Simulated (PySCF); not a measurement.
Match the calculated data to a structure.

- NMR, other nuclei: isotropic shieldings of nuclei other than C and H, by class: 283 (1 P), 441 (1 P), 604 (1 S) ppm [GIAO PBE0/pcSseg-1]
- Triplet: lowest triplet excitation (Tamm–Dancoff): 3.88 eV [TDA B3LYP/def2-SVPD]
- UV, strongest line: among the 8 lowest singlet transitions: S2 at 4.60 eV (269 nm, f = 0.077) [TDDFT B3LYP/def2-SVPD]
- Rotational structure: rotational constants A, B, C: 1.814, 1.355, 1.012 GHz [GFN2-xTB]
- 1H NMR: chemical shifts (computed TMS as zero) by class: 5.92 (2 H), 3.11 (2 H), 2.86 (2 H), 2.83 (2 H) ppm [GIAO PBE0/pcSseg-1]
- 13C NMR: chemical shifts (computed TMS as zero) by class: 134.8 (2 C), 48.9 (2 C) ppm [GIAO PBE0/pcSseg-1]
- UV, first state: lowest singlet excitation: 4.45 eV (279 nm, f = 0.000) [TDDFT B3LYP/def2-SVPD]
- Dipole: 4.01 D [B3LYP/def2-SVPD]
- Polarisability: 118.8 au [B3LYP/def2-SVPD]

Electronic properties: PySCF, gas phase, density fitting. Levels stand in brackets. One conformer (not necessarily the lowest) at the GFN2-xTB geometry, without solvent, vibrations or thermal averaging. GFN2-xTB frequencies show an imaginary mode (26i cm⁻¹), so this geometry is no minimum at that level. Each NMR value is the plain mean over a class of atoms that symmetry, rotation or inversion makes alike.

Question: Which candidate is it?
A. `CC(C)P(C)C`
B. `PP1(=S)CC=CC1`
C. `CP(C)C(C)(C)C`
D. `C=C[C@@H]1C[P@]1(P)=S`

Answer: B. It is `PP1(=S)CC=CC1`. Numbering: `[PH2:1][P:2]1(=[S:3])[CH2:4][CH:5]=[CH:6][CH2:7]1`. 4 carbons fall into 2 classes; from least to most shielded: alkene CH carbon [C5/C6] (134.8 ppm, 2 C), ring sp3 carbon bound to phosphorus [C4/C7] (48.9 ppm, 2 C). Hydrogen classes from least to most shielded: 2 H on 2 alkene CH carbons, C5/C6 (5.92 ppm), 2 H on a three-coordinate phosphorus, P1 (3.11 ppm), 2 H on 2 like atoms (sp3 carbon bound to phosphorus), C4/C7 (2.86 ppm), 2 H on 2 like atoms (sp3 carbon bound to phosphorus), C4/C7 (2.83 ppm). The other shieldings belong to: 283 ppm, phosphorus bonded to 2 C, P and S [P2]; 441 ppm, three-coordinate phosphorus [P1]; 604 ppm, sulfur bonded to P [S3]. S1 is mainly HOMO−1→LUMO (weight 0.99); the largest Löwdin shares of the orbital it empties are 0.74 on the sulfur bonded to P, 0.14 on the phosphorus bonded to 2 C, P and S and 0.04 on each of 2 atoms of one kind (sp3 carbon bound to phosphorus), of the orbital it fills 0.44 on the three-coordinate phosphorus, 0.16 on the phosphorus bonded to 2 C, P and S and 0.15 on the sulfur bonded to P. The optimised geometry has point group Cs and is an asymmetric top.

The others, at the same levels:
- `C=C[C@@H]1C[P@]1(P)=S` fails: it has 4 carbon classes against 2; its computed 13C shifts are 144.1 (1 C), 125.1 (1 C), 38.2 (1 C), 27.5 (1 C) ppm, 1H shifts are 6.06 (1 H), 5.68 (1 H), 5.65 (1 H), 3.48 (2 H), 2.19 (1 H), 1.71 (1 H), 1.36 (1 H) ppm and smallest rotational constant is 0.806 GHz (against 1.012 GHz).
- `CC(C)P(C)C` fails: it has 13 hydrogens where the 1H data count 8; its computed 13C shifts are 41.2 (1 C), 21.8 (2 C), 17.2 (2 C) ppm, 1H shifts are 1.09 (6 H), 1.00 (6 H), 0.93 (1 H) ppm and rotational constant A is 3.583 GHz (against 1.814 GHz).
- `CP(C)C(C)(C)C` fails: it has 15 hydrogens where the 1H data count 8; its computed 13C shifts are 30.4 (1 C), 27.9 (3 C), 12.3 (2 C) ppm, 1H shifts are 1.00 (9 H), 0.90 (6 H) ppm and rotational constant A is 2.645 GHz (against 1.814 GHz).

Each candidate is one conformer, not necessarily the lowest. Dipoles, sizes and rotational constants follow the conformer. The torsions of the flexible species, by atom-mapped SMILES:
- `[CH2:1]=[CH:2][C@@H:3]1[CH2:4][P@:5]1([PH2:6])=[S:7]`: C1–C2–C3–C4 -150°, H–P6–P5–C4 -112°, H–P6–P5–C4 155°
- `[CH3:1][CH:2]([CH3:3])[P:4]([CH3:5])[CH3:6]`: C1–C2–P4–C5 -167°
- `[CH3:1][P:2]([CH3:3])[C:4]([CH3:5])([CH3:6])[CH3:7]`: C1–P2–C4–C5 161°

The conformers of `PP1(=S)CC=CC1` aren't listed.
